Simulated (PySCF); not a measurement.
## Pb³⁺ (lead, charge +3) across methods

[Xe] 4f14 5d10 6s1, 2S determinant. All numbers are calculated (PySCF 2.14, scalar relativity by spin-free X2C-1e, in x2c-TZVPPall (11s7p6d3f, 83 functions)).

| method | E (hartree) | mean ε 5d α (eV) | mean ε 5d β (eV) | mean ε 6s α (eV) | Σ⟨r²⟩ (bohr²) | ⟨S²⟩ |
| --- | --- | --- | --- | --- | --- | --- |
| wB97X-V | -20883.99 | -54.410 | -54.122 | -41.127 | 39.53 | 0.750 |
| UHF | -20878.04976 | -57.757 | -57.323 | -40.906 | 39.53 | 0.751 |
| PBE | -20884.01 | -49.656 | -49.279 | -37.976 | 39.61 | 0.750 |
| PBE0 | -20883.74 | -52.001 | -51.610 | -38.931 | 39.52 | 0.751 |
| BP86 | -20886.37 | -49.771 | -49.406 | -38.177 | 39.57 | 0.750 |
| B97-3 | -20883.45 | -52.126 | -51.779 | -38.737 | 39.45 | 0.750 |
| LDA | -20871.41 | -49.911 | -49.571 | -38.420 | 39.62 | 0.750 |

(1) Estimate the same row for r2SCAN.

Spin-orbit coupling, which splits the p, d and f shells strongly at this Z, is absent.

## Answers

(1) E (hartree) = -20883.98; mean ε 5d α (eV) = -50.281; mean ε 5d β (eV) = -49.815; mean ε 6s α (eV) = -38.274; Σ⟨r²⟩ (bohr²) = 39.46; ⟨S²⟩ = 0.751.
